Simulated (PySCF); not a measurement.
(1Z)-1,2-difluorobuta-1,3-diene (C₄H₄F₂), SMILES C=C/C(F)=C/F. Atoms are numbered in the order given.

```xyz
10

C      0.0449    -2.4464     0.0000
C      0.6903    -1.2738     0.0000
C      0.0206     0.0107     0.0000
F     -1.3107    -0.0121     0.0000
C      0.6639     1.1874     0.0000
F      0.0218     2.3438     0.0000
H     -1.0468    -2.4881     0.0000
H      0.5925    -3.3905     0.0000
H      1.7840    -1.2383     0.0000
H      1.7529     1.2634     0.0000
```

Geometry optimised at PBE0-D3(BJ)/def2-SVP. Other conformers were not sampled.

Two levels are set side by side: PBE/pcSseg-1 (PySCF) and PBE0/pcSseg-1 (PySCF). GIAO shifts against CFCl3 (¹⁹F), TMS (¹H), TMS (¹³C) at the same level; non-relativistic, no solvent, atoms listed together averaged. Differences are taken from unrounded values.

```tsv
quantity	PBE0	PBE	PBE minus PBE0
δ(¹³C) of C1 (ppm)	124.2	119.7	-4.5
δ(¹³C) of C2 (ppm)	133.6	132.0	-1.6
δ(¹³C) of C3 (ppm)	156.4	156.9	0.5
δ(¹⁹F) of F4 (ppm)	-163.7	-178.0	-14.3
δ(¹³C) of C5 (ppm)	146.6	146.7	0.0
δ(¹⁹F) of F6 (ppm)	-164.6	-172.3	-7.6
δ(¹H) of H9 (ppm)	6.19	6.11	-0.08
δ(¹H) of H10 (ppm)	6.77	6.80	0.03
```

Rough cost on one machine, each run with all the roots and properties that it gave: PBE0 against PBE within a factor of 2.
